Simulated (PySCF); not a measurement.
## Computed data sheet: quinoxaline, `C1=CC=C2N=CC=NC2=C1`

Quinoxaline, C₈H₆N₂.
Numbering: `[cH:1]1[cH:2][cH:3][c:4]2[n:5][cH:6][cH:7][n:8][c:9]2[cH:10]1` (hydrogens: H11 on C1; H12 on C2; H13 on C3; H14 on C6; H15 on C7; H16 on C10)

Among its groups: benzene ring and pyridine-type ring nitrogen.

From GFN2-xTB geometry:

| Property | Result |
| --- | --- |
| Point group of the GFN2-xTB geometry | C2v |
| Rotational constants A, B, C of the GFN2-xTB geometry | 3.222, 1.324, 0.939 GHz |

**B3LYP/def2-SVPD ground state and vertical TDDFT (core frozen in the response) (PySCF)**

| Item | Value |
| --- | --- |
| Dipole moment | 0.59 D |
| HOMO energy | -7.00 eV |
| LUMO energy | -2.31 eV |
| HOMO–LUMO gap | 4.69 eV |
| Lowest singlet excitation | 3.46 eV (359 nm, f = 0.002) |
| Strongest line among the 8 lowest singlet transitions | S7 at 5.84 eV (212 nm, f = 0.643) |
| Lowest triplet excitation (Tamm–Dancoff) | 2.94 eV |
| Static isotropic polarisability | 106.2 au |
| Electronic spatial extent ⟨r²⟩ about the centre of nuclear charge | 1199 bohr² |

From PBE0/pcSseg-1 ground state and GIAO shieldings, non-relativistic (PySCF):

| Property | Result |
| --- | --- |
| Lowest Hirshfeld atomic charge | -0.14 e on N5/N8 |
| Highest Hirshfeld atomic charge | +0.06 e on H11, H12, H13, H14, H15, H16 |
| 13C chemical shifts (computed TMS as zero) by class | 149.6 (C6/C7), 147.6 (C4/C9), 137.9 (C3/C10), 135.8 (C1/C2) ppm |
| 1H chemical shifts (computed TMS as zero) by class | 9.10 (H14/H15), 8.66 (H13/H16), 8.20 (H11/H12) ppm |
| Isotropic shieldings of nuclei other than C and H, by class | -110 (N5/N8) ppm |
| Mayer bond orders between heavy atoms | C1–C2 1.31, C2–C3 1.55, C3–C4 1.30, C4–N5 1.34, N5–C6 1.61, C6–C7 1.22, C7–N8 1.61, N8–C9 1.34, C9–C10 1.30, C10–C1 1.55, C9–C4 1.10 |

Monoisotopic mass (most abundant isotopes): 130.0531 u.

No computed singlet falls in the visible range (750 to 380 nm, 1.65 to 3.26 eV); S1 lies 0.20 eV above its blue end. The vertical singlet–triplet gap S1 − T1 is 0.52 eV (TDDFT singlet less Tamm–Dancoff triplet; S1: HOMO→LUMO, weight 0.99; T1: HOMO→LUMO, weight 0.95). The rotational constants make it an asymmetric top with κ = (2B − A − C)/(A − C) = -0.66, nearer the prolate limit (−1). The polarisability is 15.73 Å³ as a volume (1 au = 0.148185 Å³), or 1.56 au for each of the 68 electrons. S1 lies 1.23 eV below the HOMO–LUMO gap; its leading configuration is HOMO→LUMO, weight 0.99. The largest Löwdin shares of the HOMO are 0.28 on N8, 0.28 on N5, 0.08 on C6 and 0.08 on C7.

Isolated species at its GFN2-xTB geometry, gas phase.
